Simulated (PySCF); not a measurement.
# ClH5P2Si: core ionisation energies

Species: ClH₅P₂Si.
Numbering: `[PH2:1][SiH:2]([PH2:3])[Cl:4]`

Cartesian coordinates in Å at the PBE0-D3(BJ)/def2-SVP level; atoms count from 1:
```
atom  x, y, z in Å
P1    -2.0047   -1.0248   -0.6986
Si2   -0.2027   -2.0328   -1.6146
P3     1.6844   -0.8402   -1.9562
Cl4   -0.8067   -2.6861   -3.4895
H5    -1.9016    0.1094   -1.5613
H6    -1.2351   -0.4184    0.3435
H7     0.1402   -3.2217   -0.7809
H8     1.6590   -0.2709   -0.6441
H9     0.9752    0.2518   -2.5439
```

Computed with delta-SCF UKS SCAN, pcX-2 on the ionised atom, pcseg-1 elsewhere, spin-free X2C in PySCF 2.14.0. Binding energies are ΔSCF values: E(core-ionised, relaxed orbitals) − E(ground state) at a fixed geometry, referred to the vacuum level.

Question: What binding energy does each computed site have?

Answer: 
```tsv
atom(s)	bonded to	level	binding energy (eV)	2p1/2 (eV)	count
P1/P3	2 H and Si	P 2p3/2	136.59	137.48	2
P1/P3	2 H and Si	P 1s	2150.13	–	2
Si2	Cl, H and 2 P	Si 2p3/2	107.71	108.33	1
Si2	Cl, H and 2 P	Si 1s	1847.56	–	1
Cl4	Si	Cl 2p3/2	205.92	207.58	1
Cl4	Si	Cl 1s	2828.51	–	1
```

Question: Express the binding energy of Si 1s of Si2 in atomic units and per mole.

Answer: 1847.56 eV = 67.8966 Eh = 178262 kJ/mol.

Question: Which photon energy gives electrons from Si 1s of Si2 a kinetic energy of 200 eV, and what is their de Broglie wavelength?

Answer: hν = 1847.56 + 200 = 2047.56 eV, recoil neglected; λ = 12.264 Å/√(E/eV) = 0.87 Å.

The first atom of each set that the bonding makes equivalent was ionised and stands for the set. Spin–orbit coupling isn't in the SCF: each 2p doublet comes from a relaxed spin-free hole plus a matrix of the shell (mean-field spin–orbit coupling and the ground-state 2p splitting), with 2p3/2 averaged over its two sublevels. 2p1/2 minus 2p3/2 (ligand field included): P 0.89 eV, Si 0.63 eV, Cl 1.65 eV. One conformer (not necessarily the lowest) at the PBE0-D3(BJ)/def2-SVP geometry, without solvent, vibrations or thermal averaging.
